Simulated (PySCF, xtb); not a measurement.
ClFH5NSi2, SMILES [Si@H](F)([SiH2]N)Cl.

GFN2-xTB in xtb 6.7.1 at its own geometry gives an orbital gap of 4.30 eV and a dipole moment of 2.59 D.

Geometry optimised at PBE0-D3(BJ)/def2-SVP. The structure was generated by enumeration; whether it is a known compound was not checked. The values are those of a single conformer.

What does PySCF with B3LYP/def2-TZVP give? (Estimate from the structure and the level; the computed values follow.)

gap 6.21 eV (levels -7.11 and -0.90 eV), dipole 2.64 D.
